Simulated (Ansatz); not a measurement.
# Ligand exchange: C2H3ClO + C2H8GaN → C2H5NO + C2H6ClGa

Species: C2H3ClO (acetyl chloride) `CC(=O)Cl`, singlet; C2H8GaN `C[CH2][GaH][NH2]`, singlet; C2H5NO (acetamide) `CC(N)=O`, singlet; C2H6ClGa `C[CH2][GaH][Cl]`, singlet. The partners trade Cl for NH2: C–Cl and Ga–NH2 bonds give way to C–NH2 and Ga–Cl.

Shapes, held fixed at every level: PBE0-D4/def2-TZVP. Flexible molecules stand in one conformer, not always the lowest. Programs: Ansatz 0.2.0. The zero-point and thermal change to 298 K, harmonic and unscaled (PBE0-D4/def2-TZVP), is +5.3 kJ/mol.

| level | kind | ΔH(298 K) (kJ/mol) | less CCSD(T)/def2-TZVPP |
| --- | --- | --- | --- |
| HF/def2-SVP | Hartree–Fock | -167.8 | -55.2 |
| PBE-D4/def2-TZVPP | GGA | -111.6 | +1.0 |
| r2SCAN-D4/def2-TZVPP | meta-GGA | -117.6 | -5.0 |
| B2PLYP/def2-TZVPP | double hybrid | -117.8 | -5.2 |
| MP2/def2-SVP | perturbation theory | -122.5 | -9.9 |
| CCSD(T)/def2-SVP | coupled cluster or CI | -122.7 | -10.1 |
| CCSD(T)/def2-TZVPP | coupled cluster or CI | -112.6 | 0.0 |

The highest level, CCSD(T)/def2-TZVPP, gives ΔH(298 K) = -112.6 kJ/mol; the levels span -167.8 to -111.6. The column of differences is taken from that level and isn't an error. No measured value is set beside it here. Relativity is left out for Ga unless named. Correlated rows may include outer-core shells of Ga, which these sets cover unevenly.
